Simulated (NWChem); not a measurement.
System: CH5BeN; SMILES [Be]([NH2])[CH3]

NWChem input:

```
start job
memory heap 200 mb stack 900 mb global 1100 mb
geometry units angstroms
  Be    -0.030895    -0.018360     0.031381
  C      1.170411     0.446442    -1.121218
  H      2.091676    -0.121333    -1.062054
  H      1.477647     1.486579    -1.020031
  H      0.848572     0.352958    -2.161744
  N     -1.084743    -0.412296     1.038475
  H     -1.521483    -1.313883     1.140865
  H     -1.501410     0.172667     1.744362
end
basis spherical
  * library def2-svp
end
dft
  xc pbe0
  iterations 150
end
driver
  maxiter 120
end
task dft optimize
task dft freq
```

The level has its own optimisation; frequencies are unscaled.

Problem. Give the results of this calculation. (PBE0/def2-SVP.) Quantities: r Be–C (Å); r Be–N (Å); r C–H (Å); r H–N (Å); highest harmonic frequency (cm⁻¹); lowest (cm⁻¹); zero-point energy (kcal/mol); dipole (D).

Solution. 
```yaml
r Be–C (Å): 1.679
r Be–N (Å): 1.505
r C–H (Å): 1.104
r H–N (Å): 1.015
highest harmonic frequency (cm⁻¹): 3700
lowest (cm⁻¹): -21
zero-point energy (kcal/mol): 38.7
dipole (D): 1.22
```
